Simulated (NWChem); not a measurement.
SiH₂O₂Cl₂; SMILES O[Si](O)(Cl)Cl

```xyz
7

O     -0.1684     1.3671    -1.2252
Si     0.0000     0.0000    -0.3345
O      0.1684    -1.3671    -1.2252
Cl    -1.6808    -0.1006     0.8223
Cl     1.6808     0.1006     0.8223
H      0.6186     1.6934    -1.6738
H     -0.6186    -1.6934    -1.6738
```
Atoms are numbered in this order, from 1.

Level: PBE0/def2-SVP (NWChem), optimised geometry, unscaled harmonic frequencies. 

Q: List the harmonic frequencies with IR intensities, and the thermochemistry.

A: 
```json
[
 {"frequency (cm⁻¹)": "132", "IR intensity (km/mol)": "59.5"},
 {"frequency (cm⁻¹)": "172", "IR intensity (km/mol)": "64.2"},
 {"frequency (cm⁻¹)": "180", "IR intensity (km/mol)": "13.9"},
 {"frequency (cm⁻¹)": "256", "IR intensity (km/mol)": "26.1"},
 {"frequency (cm⁻¹)": "278", "IR intensity (km/mol)": "21.8"},
 {"frequency (cm⁻¹)": "299", "IR intensity (km/mol)": "42.1"},
 {"frequency (cm⁻¹)": "328", "IR intensity (km/mol)": "71.8"},
 {"frequency (cm⁻¹)": "519", "IR intensity (km/mol)": "71.9"},
 {"frequency (cm⁻¹)": "615", "IR intensity (km/mol)": "174.9"},
 {"frequency (cm⁻¹)": "778", "IR intensity (km/mol)": "133.2"},
 {"frequency (cm⁻¹)": "836", "IR intensity (km/mol)": "394.5"},
 {"frequency (cm⁻¹)": "903", "IR intensity (km/mol)": "107.9"},
 {"frequency (cm⁻¹)": "997", "IR intensity (km/mol)": "136.8"},
 {"frequency (cm⁻¹)": "3922", "IR intensity (km/mol)": "181.4"},
 {"frequency (cm⁻¹)": "3925", "IR intensity (km/mol)": "94.0"}
]
```

zero-point energy: 20.2 kcal/mol
thermal correction to the enthalpy at 298.15 K (with zero-point energy): 25.2 kcal/mol
heat capacity Cv: 22.7 cal/(mol K)
entropy at 298.15 K and 1 atm (symmetry number 2): 82.3 cal/(mol K)
dipole moment: 2.14 D

Rigid rotor and harmonic oscillator.
